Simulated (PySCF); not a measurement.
RbF, SMILES [F][Rb].

Coordinates come from a B3LYP-D3(BJ)/def2-TZVPD optimisation. The def2 effective core potentials stand for the cores of Rb; spin–orbit coupling is left out.

Calculation: B3LYP-D3(BJ)/def2-TZVPD run with PySCF.

Frequencies are harmonic and unscaled.

Computed normal modes with their intensities:
| mode | ν (cm⁻¹) | IR (km/mol) | Raman (Å⁴/amu) | depolarisation | moving atoms (share of kinetic energy) |
|---|---|---|---|---|---|
| 1 | 354 | 88.3 | 1.9 | 0.00 | F 82 %, Rb 18 % |
